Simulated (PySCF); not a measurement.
BeClHS. Atoms are numbered in the order given.

```xyz
4

Be     0.0242    -0.0432     0.0000
Cl    -0.0042    -1.8514     0.0000
S      0.0777     1.8577     0.0000
H     -1.2676     1.9229     0.0000
```
Charge 0, spin multiplicity 1.

The structure is a stationary point at r2SCAN-D4/def2-TZVP. Other conformers were not sampled.

Calculation: PySCF 2.14.0 with r2SCAN-D4/def2-TZVP.

Frequencies are harmonic and unscaled.

Computed harmonic wavenumbers and intensities:
| mode | ν (cm⁻¹) | IR (km/mol) | Raman (Å⁴/amu) | depolarisation | moving atoms (share of kinetic energy) |
|---|---|---|---|---|---|
| 1 | 202 | 35.4 | 0.2 | 0.28 | Be 77 %, H 13 % |
| 2 | 238 | 30.0 | 0.4 | 0.75 | Be 88 % |
| 3 | 377 | 0.4 | 9.1 | 0.13 | S 50 %, Cl 47 % |
| 4 | 630 | 1.4 | 0.8 | 0.75 | H 82 %, Be 12 % |
| 5 | 1083 | 374.6 | 0.5 | 0.04 | Be 88 % |
| 6 | 2675 | 3.5 | 106.5 | 0.24 | H 97 % |
